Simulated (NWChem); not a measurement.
System: C₃H₂F₂; SMILES C=C=C(F)F

Results from NWChem. Coordinates come from a PBE0/def2-SVP optimisation. Ions are spin-unrestricted doublets at the neutral geometry; other ion states weren't tried. Functional: LC-ωPBE (HJS hole) with def2-SVP; rows give the range parameter ω in 1/bohr.

**Question.** At which range parameter does −ε(HOMO) equal the ΔSCF ionisation energy (optimal tuning)?

**Answer.** about 0.37 per bohr, by linear interpolation in these runs:
| range parameter (1/bohr) | vertical ionisation energy, ΔSCF (eV) | −ε(HOMO) (eV) | ΔSCF minus −ε(HOMO) (eV) |
|---|---|---|---|
| 0.10 | 9.55 | 7.39 | 2.16 |
| 0.30 | 9.75 | 9.41 | 0.34 |
| 0.35 | 9.81 | 9.74 | 0.07 |
| 0.40 | 9.87 | 10.02 | -0.15 |
| 0.60 | 10.04 | 10.76 | -0.72 |
